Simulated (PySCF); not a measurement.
Ge(Cl)2(Br)(Et), C2H5BrCl2Ge, SMILES C[CH2][Ge]([Cl])([Cl])[Br], PBE0/def2-SVP optimised geometry.

```
11

C      1.10     0.26     1.19
C      0.50    -0.48     0.00
Ge    -1.44    -0.48     0.00
Cl    -2.20     1.54     0.00
Cl    -2.22    -1.45    -1.75
Br    -2.29    -1.55     1.85
H      0.79     1.31     1.21
H      0.80    -0.20     2.14
H      2.20     0.23     1.14
H      0.80    -1.54    -0.03
H      0.79    -0.03    -0.96
```

Density from PySCF with PBE0/def2-TZVP at that geometry.

Minimum of the electron density along straight lines between bonded atoms, close to the bond critical point (lines longer than 1.1 times the sum of covalent radii, or with two minima, are not listed):

```json
[
 {"bond": "C1–C2", "length / Å": "1.521", "ρ at the minimum / e bohr⁻³": "0.244", "∇²ρ there / e bohr⁻⁵": "-0.60", "position (fraction from the first atom)": "0.49"},
 {"bond": "C2–Ge3", "length / Å": "1.941", "ρ at the minimum / e bohr⁻³": "?", "∇²ρ there / e bohr⁻⁵": "0.03", "position (fraction from the first atom)": "0.52"},
 {"bond": "Ge3–Cl4", "length / Å": "2.153", "ρ at the minimum / e bohr⁻³": "0.106", "∇²ρ there / e bohr⁻⁵": "0.16", "position (fraction from the first atom)": "0.43"},
 {"bond": "Ge3–Cl5", "length / Å": "2.149", "ρ at the minimum / e bohr⁻³": "0.107", "∇²ρ there / e bohr⁻⁵": "0.16", "position (fraction from the first atom)": "0.43"},
 {"bond": "Ge3–Br6", "length / Å": "2.297", "ρ at the minimum / e bohr⁻³": "?", "∇²ρ there / e bohr⁻⁵": "?", "position (fraction from the first atom)": "0.43"},
 {"bond": "C1–H7", "length / Å": "1.100", "ρ at the minimum / e bohr⁻³": "0.273", "∇²ρ there / e bohr⁻⁵": "-0.92", "position (fraction from the first atom)": "0.64"},
 {"bond": "C1–H8", "length / Å": "1.101", "ρ at the minimum / e bohr⁻³": "0.273", "∇²ρ there / e bohr⁻⁵": "-0.92", "position (fraction from the first atom)": "0.64"},
 {"bond": "C1–H9", "length / Å": "1.101", "ρ at the minimum / e bohr⁻³": "0.272", "∇²ρ there / e bohr⁻⁵": "-0.91", "position (fraction from the first atom)": "0.64"},
 {"bond": "C2–H10", "length / Å": "1.102", "ρ at the minimum / e bohr⁻³": "0.271", "∇²ρ there / e bohr⁻⁵": "-0.90", "position (fraction from the first atom)": "0.65"},
 {"bond": "C2–H11", "length / Å": "1.102", "ρ at the minimum / e bohr⁻³": "0.271", "∇²ρ there / e bohr⁻⁵": "-0.90", "position (fraction from the first atom)": "0.65"}
]
```

Question: Complete the blanks.

Answer: 
- C2–Ge3, ρ at the minimum / e bohr⁻³: 0.135
- Ge3–Br6, ρ at the minimum / e bohr⁻³: 0.096
- Ge3–Br6, ∇²ρ there / e bohr⁻⁵: 0.05
